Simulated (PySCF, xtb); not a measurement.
GaF2Cl, SMILES [F][Ga]([F])[Cl].

GFN2-xTB (xtb) at its own geometry gives an orbital gap of 3.86 eV and a dipole moment of 3.18 D.

Geometry optimised at ωB97X-D3(BJ)/def2-SVP.

### Question
What does HF/def2-TZVPD in PySCF give? (Estimate from the structure and the level; the computed values follow.)

### Answer
gap 14.03 eV (levels -13.55 and 0.48 eV), dipole 1.01 D.
